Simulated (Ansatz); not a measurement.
Hg₁₀Te₁₀, relaxed as a singlet with RKS PBE-D4/def2-SVP in Ansatz, starting from the GFN1-xTB geometry. Force threshold 0.03 eV/Å.

In the def2 sets Hg, Te take a core potential; there is no spin–orbit coupling. Single mean-field runs in def2-SVP are fitted with def2-universal-jkfit.

Start:

```xyz
20

Hg    1.512    3.940    0.842
Hg   -4.371   -1.290    0.690
Hg   -2.599   -2.726   -0.995
Hg    2.381    2.234   -2.545
Hg    1.572   -1.279   -3.187
Hg   -1.395    1.237   -0.801
Hg    0.035    2.127    3.557
Hg   -1.389   -2.343    2.764
Hg    2.714   -0.137    0.675
Hg    1.493   -4.226    0.039
Te   -4.199    1.258   -0.401
Te    0.020    3.582   -1.577
Te    0.704    4.728    3.474
Te   -1.209   -0.962   -2.695
Te   -4.078   -2.116    3.390
Te   -1.135   -4.541    0.864
Te    2.862    0.589   -4.770
Te    3.816    2.344    0.032
Te    3.284   -2.394   -1.013
Te   -0.017   -0.024    1.656
```

| step | energy (eV) | largest force component (eV/Å) | SCF passes |
| --- | --- | --- | --- |
| 1 | -114723.7284 | 0.902 | 55 |
| 2 | -114724.5189 | 0.645 | 36 |
| 3 | -114724.9746 | 0.402 | 35 |
| 4 | -114725.2597 | 0.253 | 30 |
| 5 | -114725.4396 | 0.183 | 29 |
| 6 | -114725.5738 | 0.109 | 28 |
| 7 | -114725.6606 | 0.191 | 28 |
| 8 | -114725.7261 | 0.096 | 23 |
| 9 | -114725.7808 | 0.198 | 24 |
| 10 | -114725.8326 | 0.126 | 27 |
| 11 | -114725.8454 | 0.148 | 27 |
| 14 | -114725.8815 | 0.067 | 23 |
| 17 | -114725.9461 | 0.240 | 23 |
| 20 | -114726.1388 | 0.164 | 29 |
| 23 | -114726.3129 | 0.117 | 24 |
| 26 | -114726.4113 | 0.078 | 23 |
| 29 | -114726.4610 | 0.067 | 24 |
| 32 | -114726.5395 | 0.074 | 24 |
| 35 | -114726.6233 | 0.116 | 24 |
| 38 | -114726.6736 | 0.064 | 24 |
| 41 | -114726.7428 | 0.144 | 25 |
| 44 | -114726.8437 | 0.160 | 29 |
| 47 | -114726.8727 | 0.046 | 24 |
| 49 | -114726.8792 | 0.017 | 24 |

Force components are those of the run's own axes.

End:

```csv
atom,x (Å),y (Å),z (Å)
Hg1,2.948,2.453,1.930
Hg2,-3.943,-0.146,1.323
Hg3,-2.334,-2.612,-0.980
Hg4,0.578,3.022,-1.089
Hg5,1.209,-0.536,-2.622
Hg6,-2.241,0.662,-2.135
Hg7,-0.983,2.109,1.802
Hg8,-0.952,-1.604,2.343
Hg9,3.880,-0.622,0.077
Hg10,1.158,-3.378,-0.247
Te11,-4.763,-1.094,-1.041
Te12,-2.249,3.081,-0.902
Te13,0.907,4.246,1.738
Te14,-1.244,-1.557,-3.497
Te15,-2.619,0.521,3.594
Te16,-1.154,-4.256,0.986
Te17,2.733,1.740,-2.214
Te18,5.077,0.807,2.057
Te19,3.311,-2.678,-1.751
Te20,0.680,-0.157,0.627
```

Bonds lost: Hg1–Te12, Hg2–Hg3, Hg4–Te18, Hg6–Te20 (atoms count from 1). Bonds formed: Hg3–Te11, Hg4–Te13, Hg7–Te12, Hg7–Te15 (atoms count from 1).

No frequencies were taken in this run, so the end may be a saddle point.

Hardware: 5 threads of AMD EPYC 7R13 on a shared host and a share (37 GiB) of an NVIDIA H100 80GB HBM3. Wall time 5.4 min, peak host memory 1.4 GiB.
